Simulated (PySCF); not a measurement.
C5H9N, SMILES C=CC1(N)CC1. Atoms are numbered in the order given.

```xyz
15

C      2.1828    -0.5593     0.0140
C      1.1453     0.1550    -0.4256
C     -0.2470     0.0165     0.0681
N     -0.3981    -0.8857     1.1702
C     -1.3475     0.0607    -0.9579
C     -1.1380     1.2421    -0.0619
H      2.0394    -1.3301     0.7755
H      3.1877    -0.4039    -0.3851
H      1.2938     0.9156    -1.2011
H     -1.3697    -1.1487     1.3035
H     -0.0783    -0.4478     2.0326
H     -2.2180    -0.5783    -0.7808
H     -1.0652     0.1398    -2.0109
H     -1.8584     1.4061     0.7445
H     -0.7185     2.1575    -0.4892
```

The structure is a stationary point at PBE0-D3(BJ)/def2-SVP. Other conformers were not sampled.

Method: PySCF with B3LYP/def2-TZVP.

Isolated molecule, no solvent.

Estimate the frontier levels, gap, dipole moment and polarisability. (An estimate is asked for; the answer gives what the named calculation found.)


- highest occupied level: -6.23 eV
- lowest empty level: 0.24 eV
- orbital gap: 6.47 eV
- dipole moment: 1.61 D
- quadrupole, principal values (traceless, Buckingham form, about the centre of nuclear charge): -5.44, -0.48, 5.92 D·Å
- mean static polarisability: 68.5 bohr³ (10.15 Å³)
- polarisability, principal values: 55.3, 62.9, 87.3 bohr³
